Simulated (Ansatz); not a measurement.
```yaml
crystal:
  periodic: [false, false, false]
  atoms:
    - {symbol: N, position_ang: [-2.021236, -1.097456, -0.128543]}
    - {symbol: C, position_ang: [-1.443094, 0.378981, -0.194133]}
    - {symbol: Ga, position_ang: [0.961769, 1.001492, 0.024568]}
    - {symbol: O, position_ang: [2.385738, -0.703281, 0.273494]}
    - {symbol: H, position_ang: [-1.099399, -1.964909, 0.052130]}
    - {symbol: H, position_ang: [-2.380432, 1.361540, -0.385360]}
    - {symbol: H, position_ang: [1.799751, 2.756710, 0.017210]}
    - {symbol: H, position_ang: [1.912278, -1.804324, 0.270885]}
basis:
  gaussian: {orbitals: STO-3G, fitting: {mean_field: def2-universal-jkfit}}
total_charge: -2
hamiltonian: {xc: {name: B2PLYP}}
```

```sh
$ ansatz run in.yaml --threads 2 --pin off --events-out ev --progress --plain --max-ram 4352MiB
```

It prints (some lines left out):

```
Functional definition: B2PLYP
567 factors; integrals over basis functions are off by at most 1.6e-2 eV
mean field evaluation 1: about -55781.3295 eV, gradient 3.7e2 eV
mean field evaluation 2: about -55781.3322 eV, gradient 3.7e2 eV
mean field evaluation 4: about -54756.3433 eV, gradient 1.8e2 eV
mean field evaluation 8: about -56268.6937 eV, gradient 6.7e1 eV
mean field evaluation 16: about -56298.7731 eV, gradient 7.6e-2 eV
mean field -56298.77315937 eV, -2068.9417529277 hartree, gradient 2.4e-6 eV, S^2 0.000000; 6 other end points of the search recorded, 0 dependent functions left out; unrestricted orbitals would lower it
12 core orbitals not correlated: weight in the atoms' cores, before any rotation towards them, 1.000 or more for the frozen orbitals, at most 0.000 for the correlated occupied ones
reference -56298.77328310 eV, -2068.9417574748 hartree; 17, 17 occupied and 8, 8 virtual orbitals, 567 factors
second order -15.98087632 eV of doubles, -0.00000000 eV of singles
Total energy: -56303.08811970 eV, -2069.1003247953 hartree
```

Task: Something in this input is off. What?

Result: The charge is far from anything that the molecule holds. The run converged. The result belongs to that input, not to the molecule as meant.
